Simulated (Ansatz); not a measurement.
Ansatz (a first-principles code) input (CCSD(T)/def2-SVPD):

Ansatz 0.2 input:
```yaml
crystal:
  periodic: [false, false, false]
  atoms:
    - {symbol: Y, position_ang: [0.33261664, 0.04192866, -0.05416250]}
    - {symbol: F, position_ang: [-1.03360201, 1.11750172, -0.86898011]}
    - {symbol: F, position_ang: [-0.40773676, -1.29919258, 1.10368429]}
basis:
  gaussian:
    orbitals: def2-SVPD
total_charge: 1
magnetization: {spin_polarized: false}
correlation: {method: ccsd_t, electrons: outside_noble_gas}
```

Output:

```
Functional definition: HF
integrals: 0.06 GiB planned
753 factors; integrals over basis functions are off by at most 2.9e-4 eV
mean field: 0.18 GiB planned
mean field evaluation 1: about -6424.1697 eV, gradient 8.6e1 eV
mean field evaluation 2: about -6424.1751 eV, gradient 8.6e1 eV
mean field evaluation 4: about -6436.5145 eV, gradient 3.1e0 eV
mean field evaluation 8: about -6436.5309 eV, gradient 1.2e-1 eV
mean field evaluation 16: about -6436.5248 eV, gradient 5.1e-1 eV
mean field -6436.53098700 eV, -236.5381509350 hartree, gradient 4.6e-6 eV, S^2 0.000000; 0 other end points of the search recorded, 0 dependent functions left out
6 core orbitals not correlated, not the lowest: weight in the atoms' cores, before any rotation towards them, 0.597 or more for the frozen orbitals, at most 0.390 for the correlated occupied ones
reference -6436.53098700 eV, -236.5381509350 hartree; 8, 8 occupied and 66, 66 virtual orbitals, 753 factors
second order -12.23498769 eV of doubles, -0.00000000 eV of singles
coupled cluster: 0.18 GiB planned
cycle   1  -11.65032417 eV  change    5.8e-1 eV  update   1.3e-1
cycle   2  -12.01412461 eV  change   -3.6e-1 eV  update   5.1e-2
cycle   3  -12.08261228 eV  change   -6.8e-2 eV  update   1.9e-2
cycle   4  -12.08435353 eV  change   -1.7e-3 eV  update   5.1e-3
cycle   5  -12.07838461 eV  change    6.0e-3 eV  update   1.4e-3
cycle   6  -12.07789465 eV  change    4.9e-4 eV  update   6.1e-4
cycle   7  -12.07841114 eV  change   -5.2e-4 eV  update   2.0e-4
cycle   8  -12.07838430 eV  change    2.7e-5 eV  update   6.5e-5
cycle   9  -12.07834383 eV  change    4.0e-5 eV  update   2.2e-5
cycle  10  -12.07835751 eV  change   -1.4e-5 eV  update   8.2e-6
perturbative correction -0.30690178 eV, -0.0112784325 hartree
Total energy: -6448.91624629 eV, -236.9933008188 hartree
```

The spin state was set by rule; other spins were not relaxed.
